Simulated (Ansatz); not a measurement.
Computed with Ansatz on PBE0-D4/def2-TZVP structures; ΔE is electronic, products minus reactants. CCSD(T)/CBS adds triple-zeta CCSD(T) − MP2 to the extrapolated MP2 energy (def2 sets, frozen cores). DFT in def2-TZVPP. One conformer a species, not always the lowest.

Reaction (ligand exchange at the Si–C bond): `CO/C=C/[SiH3]` + `[OH][Al]([Cl])[Cl]` → `[SiH3][O][Al]([Cl])[Cl]` + `C=COC`

Q: Is it downhill or uphill in electronic energy at CCSD(T)/CBS, and by how much? (Best estimate.)

A: Ansatz gave: Downhill: ΔE = -96.9 kJ/mol.

Q: What do these levels give: PBE-QIDH, revPBE, r2SCAN0, RPA@PBE/def2-TZVPP, CCSD(T)/def2-SVP, SCS-MP2/def2-QZVPP? (An estimate is asked.)

A: Ansatz gave: PBE-QIDH -93.9, revPBE -81.2, r2SCAN0 -96.3, RPA@PBE/def2-TZVPP -96.7, CCSD(T)/def2-SVP -96.4, SCS-MP2/def2-QZVPP -102.4 kJ/mol.

Largest T1 diagnostic among the species: 0.013.

In def2-TZVPP, CCSD(T) changes the Hartree–Fock value by +24.5 kJ/mol (the triples alone add +4.4 kJ/mol) and MP2 by +25.3 kJ/mol. From BLYP to BHLYP (50 % exact exchange), in def2-TZVPP and without D4, ΔE moves by −13.7 kJ/mol.
